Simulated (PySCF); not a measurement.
# 17O chemical shifts

Computational details: GFN2-xTB geometry, GIAO PBE0/pcSseg-1 shieldings, in PySCF 2.14 (no relativistic terms, equivalent nuclei averaged, no solvent model, single conformer).

Shieldings were converted by a linear fit to measured shifts: 17O (scatter 10.7 ppm rms, 12.2 ppm with the 3 outliers that the fit left out vs liquid water, solution or neat liquid). A few per cent of atoms miss by over 2 rms, more outside the fitted compound classes.

Q: Give the 17O shifts of `CCOC(=O)C#CC(F)(F)F`, `[SiH3]N[Si@H]1[SiH2]O[SiH2][SiH2][SiH2]1`, `C=COC(=O)CC(F)=C(F)F`, `C#C[C@@H]1C=C(SC)CO[SiH2]1`, `N[Si@@H]1[SiH2][SiH2][SiH2][SiH2][Si@@H]1O`.

A: 
| compound | environment | δ (ppm) |
| --- | --- | --- |
| [CH3:1][CH2:2][O:3][C:4](=[O:5])[C:6]#[C:7][C:8]([F:9])([F:10])[F:11] | O5: ester carbonyl oxygen | 376.9 |
| [CH3:1][CH2:2][O:3][C:4](=[O:5])[C:6]#[C:7][C:8]([F:9])([F:10])[F:11] | O3: ester alkoxy oxygen | 169.7 |
| [SiH3]N[Si@H]1[SiH2]O[SiH2][SiH2][SiH2]1 | oxygen bonded to 2 Si, in a 6-membered ring | -48.1 |
| [CH2:1]=[CH:2][O:3][C:4](=[O:5])[CH2:6][C:7]([F:8])=[C:9]([F:10])[F:11] | O5: ester carbonyl oxygen | 356.2 |
| [CH2:1]=[CH:2][O:3][C:4](=[O:5])[CH2:6][C:7]([F:8])=[C:9]([F:10])[F:11] | O3: ester alkoxy oxygen | 195.1 |
| C#C[C@@H]1C=C(SC)CO[SiH2]1 | oxygen bonded to C, Si, in a 6-membered ring | -28.9 |
| N[Si@@H]1[SiH2][SiH2][SiH2][SiH2][Si@@H]1O | oxygen bonded to Si, H | -41.7 |

Q: Match the shifts 243.4, 62.6, -35.2 ppm to `C=C1C=C(O[SiH3])/C1=C\SC`, `C=C1C=C/C1=C\S[SiH2]OC`, `CCCCS(=O)(=O)Cl`.

A: 243.4: CCCCS(=O)(=O)Cl (S=O oxygen); 62.6: C=C1C=C(O[SiH3])/C1=C\SC (oxygen bonded to C, Si); -35.2: C=C1C=C/C1=C\S[SiH2]OC (oxygen bonded to C, Si).
